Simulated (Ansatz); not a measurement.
Results of the Gaussian-basis code of Ansatz.

ClFGeI, SMILES `[F][Ge]([Cl])[I]` radical. Total charge 0; spin multiplicity 2. I: def2 effective core potential. The geometry is a stationary point of PBE0-D4/def2-TZVP.

```xyz
4

F     1.097    0.594    1.191
Ge    0.122   -0.502    0.264
Cl   -1.902    0.060    0.717
I     0.683   -0.153   -2.172
```

What is the dipole moment at PBE/def2-TZVPP? (Estimate.)

The calculation gave: 1.50 D, with components (0.08, -1.24, -0.84) D in this frame, pointing from negative to positive charge.

And with r2SCAN, B3LYP, ωB97M-V? (Estimate.)

The calculation gave: r2SCAN 1.57 D, B3LYP 1.68 D, ωB97M-V 1.69 D.

Give the Mulliken charges with PBE, ωB97M-V, r2SCAN in def2-TZVPP. (An estimate is asked.)

The calculation gave: 
```
atom    PBE  ωB97M-V  r2SCAN
  F1  -0.30    -0.34   -0.34
 Ge2   0.66     0.69    0.74
 Cl3  -0.23    -0.23   -0.25
  I4  -0.14    -0.13   -0.15
```

B3LYP here is the variant with VWN-RPA as its local correlation; programs differ in this.
